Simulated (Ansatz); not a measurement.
H4HfO3S, SMILES `[OH][Hf]([OH])([OH])[SH]`, relaxed with RKS PBE0-D4/def2-TZVP in the Gaussian-basis code of Ansatz from a GFN2-xTB geometry. The force threshold is 0.005 eV/Å; the program also tests the step.

Charge 0, multiplicity 1. Hf: def2 effective core potential.

Start:

```xyz
9

O    -1.421    1.013    0.715
Hf    0.064    0.100    0.046
O     0.068   -0.751   -1.618
O     1.351    1.441   -0.177
S     0.131   -1.790    1.561
H    -1.940    0.547    1.381
H     0.497   -0.255   -2.324
H     0.974    2.326   -0.122
H     0.276   -2.632    0.538
```

Problem. By how much does the energy fall, and how many steps does the optimiser take? (Estimate.)

Solution. The calculation gave: 0.94 eV, in 37 steps, 5 of them rejected.

Problem. Which bonds change most? (Best estimate.)

Solution. Computed: Hf2–S5 from 2.423 to 2.478 Å; O1–Hf2 from 1.867 to 1.920 Å; Hf2–O3 from 1.869 to 1.922 Å; Hf2–O4 from 1.872 to 1.916 Å.

Problem. Give the relaxed structure. (Best estimate.)

Solution. Ansatz gave: 
```xyz
9

O    -1.621    0.532    0.767
Hf    0.091    0.107    0.009
O    -0.160   -0.419   -1.822
O     1.354    1.541    0.158
S     1.108   -1.758    1.284
H    -2.556    0.698    0.829
H     0.059   -0.585   -2.733
H     1.723    2.399    0.343
H     0.002   -2.516    1.166
```
